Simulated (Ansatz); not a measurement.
CH3ClGaNO, SMILES `C=[N][Ga]([OH])[Cl]`, relaxed with RKS PBE0-D4/def2-TZVP in Ansatz from a GFN2-xTB geometry. The force threshold is 0.005 eV/Å; the program also tests the step.

The species carries charge 0 and has multiplicity 1.

Start:

```xyz
8

C     0.428   -0.434    1.640
N     0.634    0.621    0.997
Ga    0.020    0.741   -0.819
O    -0.833   -0.688   -1.394
Cl    0.280    2.371   -2.104
H     0.784   -0.485    2.670
H    -0.082   -1.325    1.263
H    -1.231   -0.800   -2.255
```

```
        step  energy (eV)  largest force (eV/Å)  largest move (Å)
           1  -69511.5163                 1.082             0.000
           2  -69511.5873                 0.414             0.046
           3  -69511.6122                 0.230             0.062
           4  -69511.6195                 0.224             0.062
5 (rejected)  -69511.5843                 0.686             0.112
           6  -69511.6228                 0.106             0.056
7 (rejected)  -69511.6194                 0.332             0.024
           8  -69511.6237                 0.006             0.012
9 (rejected)  -69511.6237                 0.004             0.002
          10  -69511.6237                 0.002             0.001
```

End:

```xyz
8

C     0.442   -0.410    1.647
N     0.636    0.635    0.964
Ga   -0.012    0.641   -0.779
O    -0.890   -0.765   -1.423
Cl    0.267    2.319   -2.063
H     0.811   -0.447    2.681
H    -0.075   -1.318    1.304
H    -1.180   -0.655   -2.332
```

It took 16 s on 4 threads of an AMD EPYC 9R45 on a shared host, with 0.59 GiB of host memory at the peak.
